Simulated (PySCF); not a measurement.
Zinc: a sound run and one with changed settings

Sound run: Zn+ [Ar] 3d10 4s1, Zn(2+) [Ar] 3d10. Computed with PySCF 2.14 in x2c-TZVPall (6s5p4d1f, 48 functions), with scalar relativity by spin-free X2C-1e. In the sound run the correlated levels freeze [Ar]. The sound run starts from symmetry-adapted Hartree-Fock orbitals and uses a fine grid where one is needed.

Changed run: a valence shell is frozen. This setting is unsound on purpose.

Ionisation energy of Zn+:

```
 method  sound run (eV)  changed run (eV)
    UHF          16.877            16.877
    MP2          17.616            16.877
SCS-MP2          17.491            16.877
   CCSD          17.531            16.877
CCSD(T)          17.580            16.877
  CCSDT             n/a            16.877
    FCI             n/a            16.877
```

Freezing a valence shell removes pair correlation that changes on ionisation.

For comparison, NIST gives 17.964 eV between the lowest levels.
